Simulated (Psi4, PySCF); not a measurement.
CH2O2, triplet, at a GFN2-xTB geometry (a higher spin typed on purpose: for a closed-shell molecule this is an excited state), atoms displaced at random by about 0.08 Å a coordinate. Base run: HF/STO-3G, gradient in PySCF.

Here is a job for PySCF.
```python
from pyscf import gto, scf

mol = gto.M(
    atom='''
O     0.871284   -0.632588    0.099730
C    -0.312454   -0.235564    0.091304
O    -0.657983    0.883257   -0.118152
H     1.574924   -0.088000   -0.585333
H    -0.950273   -0.829463   -0.471751
''',
    basis='sto-3g',
    charge=0,
    spin=2,
    verbose=4,
)

mf = scf.UHF(mol)
mf.kernel()
g = mf.nuc_grad_method()
grad = g.kernel()
```

Programs used: Psi4, PySCF; a row that names a program was run with it.

The coordinate followed is z of atom 4.

Variants of this job, named by their change:

```json
[
 {"change": "base", "dE/dx (Eh/bohr)": "-0.054928", "net force (Eh/bohr)": "0.000000"},
 {"change": "conv_tol = 1e-11", "dE/dx (Eh/bohr)": "-0.054923", "net force (Eh/bohr)": "0.000000"},
 {"change": "finite difference step (bohr) = 0.05; conv_tol = 1e-11", "dE/dx (Eh/bohr)": "-0.054814", "net force (Eh/bohr)": "-"},
 {"change": "finite difference step (bohr) = 0.01; conv_tol = 1e-11", "dE/dx (Eh/bohr)": "-0.054919", "net force (Eh/bohr)": "-"},
 {"change": "finite difference step (bohr) = 1e-5; conv_tol = 1e-11", "dE/dx (Eh/bohr)": "-0.054923", "net force (Eh/bohr)": "-"},
 {"change": "conv_tol = 1e-6", "dE/dx (Eh/bohr)": "-0.054936", "net force (Eh/bohr)": "0.000000"},
 {"change": "density fitting = on", "dE/dx (Eh/bohr)": "-0.054920", "net force (Eh/bohr)": "0.000000"},
 {"change": "finite difference step (bohr) = 1e-3; conv_tol = 1e-11", "dE/dx (Eh/bohr)": "-0.054923", "net force (Eh/bohr)": "-"},
 {"change": "finite difference step (bohr) = 1e-4; conv_tol = 1e-11", "dE/dx (Eh/bohr)": "-0.054923", "net force (Eh/bohr)": "-"},
 {"change": "finite difference step (bohr) = 0.2; conv_tol = 1e-11", "dE/dx (Eh/bohr)": "-0.053124", "net force (Eh/bohr)": "-"},
 {"change": "density fitting = on; auxbasis_response = off", "dE/dx (Eh/bohr)": "-0.054883", "net force (Eh/bohr)": "0.001289"},
 {"change": "code = psi4", "dE/dx (Eh/bohr)": "-0.054916", "net force (Eh/bohr)": "0.000000"}
]
```

The net force is zero for an exact gradient.

Open shells are given as the SCF converged; they aren't shown to be the lowest states, and a large step between rows can be another state.
